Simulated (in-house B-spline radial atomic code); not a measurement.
Results of a calculation; reference values are marked as such.
# Correlation energy from the adiabatic connection: ω²r²/2 − Z/r, ω = 0.785, Z = 0.7

Two electrons in a singlet, external potential ω²r²/2 − Z/r, ω = 0.785, Z = 0.7 (atomic units). Full CI in B-splines (partial waves to l = 8, correlation up to 0.6 % small) with the density held fixed gives W(λ) = <V_ee>_λ − U, and E_c is the integral of W(λ) − W(0) from 0 to 1.

| λ | W(λ) − W(0) (hartree) |
| --- | --- |
| 0 | 0.00000 |
| 0.02 | -0.00187 |
| 0.05 | -0.00464 |
| 0.12 | -0.01091 |
| 0.25 | -0.02189 |
| 0.4 | -0.03359 |
| 0.6 | -0.04775 |
| 0.8 | -0.06047 |
| 1 | -0.07196 |

Question: Integrate the table by the trapezoid rule.

Answer: The strips give -0.00002, -0.00010, -0.00054, -0.00213, -0.00416, -0.00813, -0.01082, -0.01324, which sum to -0.03915 hartree. The direct value, W(1) − W(0) + T_c with T_c = 0.03272, is -0.03924; the curve is convex, so chords lie above it and the trapezoids fall short in size by 0.23 %.

Question: Now use only three numbers: W(0) = -0.7805, the initial slope W'(0) = -0.09417 (extrapolated from the first points) and the strong-coupling limit of the point-charge-plus-continuum model, W∞ = -1.0772. What do second-order theory and the interpolation W(λ) = W∞ + (W(0) − W∞)/√(1 + 2χλ) of Seidl, Perdew and Levy give?

Answer: Second order keeps the slope alone: E_c = W'(0)/2 = -0.04709, +20 % in size against -0.03924. Matching the slope fixes χ = W'(0)/(W∞ − W(0)) = -0.09417/(-0.29670) = 0.31739. Integrating, with s = √(1 + 2χ) = 1.278586, E_c = −(W(0) − W∞)(s − 1)/(s + 1) = −0.29670 × 0.278586/2.278586 = -0.03628 hartree, -7.6 % in size against the full result. At λ = 1 the formula gives W − W(0) = -0.06465 against -0.07196. Part of the miss can come from the model's W∞.
